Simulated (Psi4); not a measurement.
HN₂ (SMILES N#[NH+]), charge +1, singlet, geometry from GFN2-xTB; MP4/def2-TZVP in Psi4.

Here is a job for Psi4.
```
memory 2 GB

molecule {
1 1
  N    -0.00000000   -0.00000000   -0.43539476
  N     0.00000000    0.00000000    0.64482984
  H    -0.00000000   -0.00000000   -1.46604558
}

set basis def2-tzvp
set freeze_core true

energy('mp4')
print_variables()
```

The log (banner, timings and long lists left out):

```
   => Loading Basis Set <=

    Name: DEF2-TZVP
    Role: ORBITAL
    Keyword: BASIS

         ---------------------------------------------------------
                                   SCF
               by Justin Turney, Rob Parrish, Andy Simmonett
                          and Daniel G. A. Smith
                              RHF Reference
         ---------------------------------------------------------

  ==> Geometry <==

    Molecular point group: c2v
    Full point group: C_inf_v

    Geometry (in Angstrom), charge = 1, multiplicity = 1:

       Center              X                  Y                   Z               Mass
    ------------   -----------------  -----------------  -----------------  -----------------
         N            0.000000000000     0.000000000000    -0.485550506970    14.003074004430
         N            0.000000000000     0.000000000000     0.594674093030    14.003074004430
         H            0.000000000000     0.000000000000    -1.516201326970     1.007825032230

  Running in c2v symmetry.

  Rotational constants: A = ************  B =      1.59482  C =      1.59482 [cm^-1]
  Rotational constants: A = ************  B =  47811.59310  C =  47811.59310 [MHz]
  Nuclear repulsion =   29.352889248392682

  Charge       = 1
  Multiplicity = 1
  Electrons    = 14
  Nalpha       = 7
  Nbeta        = 7

  ==> Algorithm <==

  SCF Algorithm Type is PK.
  DIIS enabled.
  MOM disabled.
  Fractional occupation disabled.
  Guess Type is SAD.
  Energy threshold   = 1.00e-08
  Density threshold  = 1.00e-08
  Integral threshold = 1.00e-12

  ==> Primary Basis <==

  Basis Set: DEF2-TZVP
    Blend: DEF2-TZVP
    Number of shells: 26
    Number of basis functions: 68
    Number of Cartesian functions: 78
    Spherical Harmonics?: true
    Max angular momentum: 3

  ==> Integral Setup <==

  Using in-core PK algorithm.
   Calculation information:
      Number of atoms:                   3
      Number of AO shells:              26
      Number of primitives:             46
      Number of atomic orbitals:        78
      Number of basis functions:        68

      Integral cutoff                 1.00e-12
      Number of threads:                 1

  Performing in-core PK
  Using 5506062 doubles for integral storage.
  We computed 61412 shell quartets total.
  Whereas there are 61776 unique shell quartets.

  ==> DiskJK: Disk-Based J/K Matrices <==

    J tasked:                  Yes
    K tasked:                  Yes
[...]
  @RHF Final Energy:  -109.18296011619415
    Total Energy =                       -109.1829601161941525
[...]
        v(ab,ci) diagrams will be evaluated in   1 blocks over ov2.
        v(ab,ci) diagrams will be evaluated in   1 blocks over ov.

  Allocate cpu memory (    29.48 mb).....done.
  Initialize cpu memory..................done.

  ==> MP4(SDQ) <==

        OS MP2 correlation energy:            -0.277038552782
        SS MP2 correlation energy:            -0.091629200657
        MP2 correlation energy:               -0.368667753439
      * MP2 total energy:                   -109.551627869634

        OS MP2.5 correlation energy:          -0.281560591214
        SS MP2.5 correlation energy:          -0.085352562468
        MP2.5 correlation energy:             -0.366913153682
      * MP2.5 total energy:                 -109.549873269876

        OS MP3 correlation energy:            -0.286082629646
        SS MP3 correlation energy:            -0.079075924279
        MP3 correlation energy:               -0.365158553925
      * MP3 total energy:                   -109.548118670119

        OS MP4(SDQ) correlation energy:       -0.294397126834
        SS MP4(SDQ) correlation energy:       -0.072627786300
        MP4(SDQ) correlation energy:          -0.372871033844
      * MP4(SDQ) total energy:              -109.555831150038

        ==> Resort (ov|vv) integrals for low-memory (T) computation <==

        *******************************************************
        *                                                     *
        *                       MP4(T)                        *
        *                                                     *
        *******************************************************

        Using low-memory algorithm.

        num_threads:                      1
        memory requirements:        1.48 mb

        Number of abc combinations: 39711

        Computing (T) correction...

        % complete  total time
              10.0
              20.0
              30.0
              40.0
              50.0
              60.0
              70.0
              80.0
              90.0

        MP4(T) correlation energy:              -0.020868398030

        MP4(SDTQ) correlation energy:           -0.393739431873
      * MP4(SDTQ) total energy:               -109.576699548067

  Variable Map:
  ----------------------------------------------------------------------------
[...]
  Array Variable Map:
  ----------------------------------------------------------------------------
[...]
[...]
```
